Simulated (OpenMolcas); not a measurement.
An atom or ion with 23 electrons was computed by MS-RASPT2, IPEA 0.25 Eh, imaginary shift 0.1 Eh with spin-orbit coupling (OpenMolcas, ANO-RCC-VQZP, DKH2). The lowest levels that the run gave, each within 12 % of the measured value where one is at hand:

```tsv
J	Parity	E (cm⁻¹)	g
5/2	even	0.0	2.002
5/2	even	38350	0.572
7/2	even	38400	0.985
11/2	even	38410	1.273
9/2	even	38430	1.172
5/2	even	42420	1.584
3/2	even	42540	1.706
1/2	even	42670	2.622
7/2	even	46370	1.428
1/2	even	46500	0.046
3/2	even	46630	1.227
5/2	even	46660	1.386
```

Which ion is it, and what are the configurations and terms?

Co4+ (Z = 27, charge +4; active space 11 electrons in 8 orbitals (RAS1 3p, at most 2 holes; RAS2 3d)). J, parity and g give the terms where levels are pure, and mixed ones are named by the computed weights; the size of the splittings, set against known spectra of the 23-electron sequence, gives the charge. In order, with the measured energies in cm⁻¹ (Sugar and Corliss, J. Phys. Chem. Ref. Data 10, 1097 (1981)): 3d⁵ ⁶S_5/2, 3d⁵ ⁴G_5/2, 3d⁵ ⁴G_7/2, 3d⁵ ⁴G_11/2 (37218), 3d⁵ ⁴G_9/2, 3d⁵ ⁴P_5/2 (40753), 3d⁵ ⁴P_3/2 (40891), 3d⁵ ⁴P_1/2 (41024), 3d⁵ ⁴D_7/2 (44709), 3d⁵ ⁴D_1/2 (44908), 3d⁵ ⁴D_3/2, 3d⁵ ⁴D_5/2.

CASPT2 does not keep the components of a term degenerate, so their means are used; among the terms shown or strongly mixed into the levels shown the widest spread is 280 cm-1 (3d⁵ ⁴G). Active for correlation alone: 3p; no level in the range computed is led by a configuration that opens it, so any true level of that kind is missing. Measured partners are found by configuration, term and J. A level has none where our copy of the source lacks it or the pairing is in doubt (some pairs that miss far off the trend of their configuration count as doubtful), and it then counts in no deviation. Only configurations of the active space appear.
